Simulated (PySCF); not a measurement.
Sound and unsound settings

Molecule: SMILES C(OC)(=S)CO[SiH3], C3H8O2SSi; geometry GFN2-xTB.

Molfile (atoms numbered from 1):
```
C3H8O2SSi
     RDKit          3D

 15 14  0  0  0  0  0  0  0  0999 V2000
   -2.7454   -0.1604    0.2657 C   0  0  0  0  0  0  0  0  0  0  0  0
   -1.3488   -0.0030    0.1060 O   0  0  0  0  0  0  0  0  0  0  0  0
   -0.7656   -0.6476   -0.8801 C   0  0  0  0  0  0  0  0  0  0  0  0
   -1.5293   -1.6333   -1.9293 S   0  0  0  0  0  0  0  0  0  0  0  0
    0.7244   -0.4244   -0.9668 C   0  0  0  0  0  0  0  0  0  0  0  0
    1.1305    0.6225   -0.1612 O   0  0  0  0  0  0  0  0  0  0  0  0
    2.6210    1.0217    0.3448 Si  0  0  0  0  0  4  0  0  0  0  0  0
   -3.0231    0.4451    1.1248 H   0  0  0  0  0  0  0  0  0  0  0  0
   -3.2718    0.1777   -0.6306 H   0  0  0  0  0  0  0  0  0  0  0  0
   -2.9944   -1.2109    0.4376 H   0  0  0  0  0  0  0  0  0  0  0  0
    0.9813   -0.2337   -2.0176 H   0  0  0  0  0  0  0  0  0  0  0  0
    1.2194   -1.3643   -0.6805 H   0  0  0  0  0  0  0  0  0  0  0  0
    3.2299   -0.0899    1.0824 H   0  0  0  0  0  0  0  0  0  0  0  0
    3.4923    1.3424   -0.7893 H   0  0  0  0  0  0  0  0  0  0  0  0
    2.2751    2.1660    1.1667 H   0  0  0  0  0  0  0  0  0  0  0  0
  1  2  1  0
  2  3  1  0
  3  4  2  0
  3  5  1  0
  5  6  1  0
  6  7  1  0
  1  8  1  0
  1  9  1  0
  1 10  1  0
  5 11  1  0
  5 12  1  0
  7 13  1  0
  7 14  1  0
  7 15  1  0
M  END
```

All runs: PySCF, non-relativistic, gas phase unless a solvent (IEF-PCM) is named; grid level 2, GIAOs and SCF threshold 1e-9 unless changed. The yardstick, PBE0/pcSseg-1, gives these isotropic shieldings σ (ppm, equivalent atoms averaged): C3 -42.3, C5 111.2, O6 322.9, S4 142.8, Si7 385.8, H11/H12 26.77, H8/H9/H10 27.36.

Task: What do these inputs give? (1) LDA/MINI; diis off; max_cycle 71; charge 4; altered: charge 4; (2) PBE0/pcSseg-1; max_cycle 52; scale 1.03; altered: scale 1.03

Result: 
```tsv
run	outcome	functions	wall time	C3	C5	O6	S4	Si7	H11/H12	H8/H9/H10
1	not converged	51	33 s	–	–	–	–	–	–	–
2	converged	173	35 s	-59.0	101.4	305.2	64.3	380.0	25.89	26.40
```

Times are on 1 thread of an Arm Neoverse N1, shared host.

Task: Comment on the technical settings and failures.

Result: 
- Run 1: Charge 4 and multiplicity 1 describe another species than the intended molecule, on its geometry. The SCF stopped after 71 cycles without meeting its threshold, with DIIS switched off and the cycle limit at 71, so no response property followed.
- Run 2: All coordinates were scaled by 1.03, as happens with a wrong length unit or a careless edit. The cycle limit changes the path of the SCF (11 cycles), not the solution, provided the same state is reached.

Runs 1, 2 were set up unsoundly or failed; their numbers aren't to be quoted as properties of the molecule.
